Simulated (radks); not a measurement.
Values are calculated unless marked as measured or tabulated.
Q: The mean radii <r> (bohr) of the occupied orbitals of an atom or ion are listed with their occupations. Code: a radial shooting solver on a logarithmic mesh with Libxc functionals. Model: scalar-relativistic Kohn-Sham, PBE, spin-unpolarised, spherical densities, point nucleus.

orbital  occ.      <r>
1s          2  0.01764

Name the element and its charge.

A: Z = 76, osmium, charge +74: Os74+ in [He]. The 1s radius gives Z: for a bare nucleus <r> = (2 gamma + 1)/(2Z) with gamma = sqrt(1 - (Z/c)^2), 0.01753 bohr for Z = 76, and screening makes it slightly larger (0.01764 here). The occupations add up to 2, and the charge is Z minus that.
